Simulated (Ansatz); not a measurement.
A nudged elastic band was laid between two geometries of C2H6N2Si (11 atoms, charge 0, multiplicity 1).

All numbers below come from RKS PBE0-D4/6-31G (Ansatz).

```
movable images  : 5
climbing image  : yes
spring          : 5.0 eV/Å²
optimiser       : quadratic models (default)
start path      : IDPP
force threshold : 0.05 eV/Å
iteration limit : 60
end points      : relaxed
```

Image 0:

```xyz
11
Properties=species:S:1:pos:R:3
C -1.535 1.801 -0.873
N -0.910 0.861 -1.473
C -0.279 -0.171 -0.762
N 0.458 0.047 0.260
Si 1.401 -1.218 1.140
H -1.674 1.821 0.212
H -1.945 2.620 -1.457
H -0.450 -1.151 -1.223
H 1.178 -2.604 0.572
H 2.858 -0.875 1.053
H 0.963 -1.188 2.573
```

Image 6:

```xyz
11
Properties=species:S:1:pos:R:3
C -1.528 1.806 -0.872
N -0.906 0.866 -1.474
C -0.280 -0.171 -0.767
N 0.452 0.040 0.261
Si 1.395 -1.223 1.141
H -1.933 2.629 -1.453
H -1.671 1.822 0.213
H -0.449 -1.148 -1.234
H 1.174 -2.611 0.577
H 2.852 -0.877 1.053
H 0.959 -1.190 2.575
```

Question: Which bonds break or form, and what moves?

Answer: No bond is made or broken. The dihedral H7–C1–N2–C3 changes from 175 to -5° by way of a nearly straight angle C1–N2–C3 (up to 178°), not by a turn about the bond. The two ends are copies of one structure, up to a mirror image or an exchange of like atoms.

Question: Give the energies along the band, and the barrier.

Answer: The forces met the threshold. The highest image is number 4 of 0 to 6, 0.44 eV above the ends, which have the same energy within 2 meV. The profile has 2 maxima (images 1, 4) with wells between them (image 2): this band takes more than one step, which may be the mechanism or a detour left from its start path. A vibrational analysis at the climbing image gives one clearly imaginary mode, 303i cm⁻¹: a first-order saddle point. Limits of this set-up: no polarisation functions.

```tsv
image	path coordinate (Å)	energy (eV)	angle C1–N2–C3 (°)
0	0.00	0.00	122
1	1.18	0.06	119
2	2.36	0.01	120
3	3.54	0.07	132
4	4.73	0.44	178
5	5.81	0.10	134
6	6.89	0.00	122
```

Question: What is the geometry of the highest image?

Answer: 
```xyz
11
Properties=species:S:1:pos:R:3
C -1.207 2.319 -1.061
N -0.718 1.211 -0.772
C -0.170 0.045 -0.431
N 0.333 -0.204 0.730
Si 1.063 -1.762 1.193
H -0.602 3.131 -1.485
H -2.269 2.544 -0.906
H -0.212 -0.675 -1.264
H 0.990 -2.787 0.072
H 2.509 -1.559 1.553
H 0.349 -2.320 2.392
```

Time of the run: 6.4 min on 1 CPU thread of a shared host.
